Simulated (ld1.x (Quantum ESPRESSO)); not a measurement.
## An all-electron radial function and its pseudo partner (gadolinium (Gd))

Columns: radius, all-electron u(r) and pseudo u(r) of the 5p shell (level -27.26 eV) of gadolinium in the configuration [Kr] 4d10 4f7 5s2 5p6 5d1 6s2 6p0; PBE, scalar-relativistic, TM scheme, ld1.x (Quantum ESPRESSO) 7.5.

| r (bohr) | all-electron | pseudo |
| --- | --- | --- |
| 0.155 | -0.2951 | -0.0199 |
| 0.310 | 0.1420 | -0.0794 |
| 0.465 | 0.4753 | -0.1779 |
| 0.620 | 0.2229 | -0.3129 |
| 0.775 | -0.2082 | -0.4763 |
| 0.930 | -0.5710 | -0.6488 |
| 1.085 | -0.8005 | -0.7995 |
| 1.240 | -0.9083 | -0.8958 |
| 1.395 | -0.9263 | -0.9214 |
| 1.550 | -0.8862 | -0.8857 |
| 1.705 | -0.8132 | -0.8132 |
| 1.860 | -0.7250 | -0.7250 |
| 2.015 | -0.6332 | -0.6332 |
| 2.170 | -0.5447 | -0.5447 |
| 2.325 | -0.4632 | -0.4632 |
| 2.480 | -0.3906 | -0.3906 |
| 2.635 | -0.3271 | -0.3271 |
| 2.790 | -0.2726 | -0.2726 |
| 2.945 | -0.2263 | -0.2263 |
| 3.100 | -0.1872 | -0.1872 |
| 3.255 | -0.1545 | -0.1545 |
| 3.410 | -0.1272 | -0.1272 |
| 3.565 | -0.1045 | -0.1045 |
| 3.720 | -0.0857 | -0.0857 |
| 3.875 | -0.0702 | -0.0702 |
| 4.030 | -0.0574 | -0.0574 |

(1) How many radial nodes do the two functions have?

(2) At about which radius was the pseudo-wave matched?

(3) Is the pseudo-wave norm-conserving?

Answers

(1) The all-electron 5p function has n − l − 1 = 3 (the table is too coarse to show those close to the nucleus); the pseudo-wave has 0, since the states of the same l below it are removed with the core.

(2) 1.75 bohr. The columns agree to 0.0005 from 1.55 bohr on; several derivatives are matched, so the curves merge somewhat inside the radius.

(3) Yes: the TM scheme keeps the norm inside the radius equal to the all-electron one, which fixes the energy derivative of the logarithmic derivative at the level.
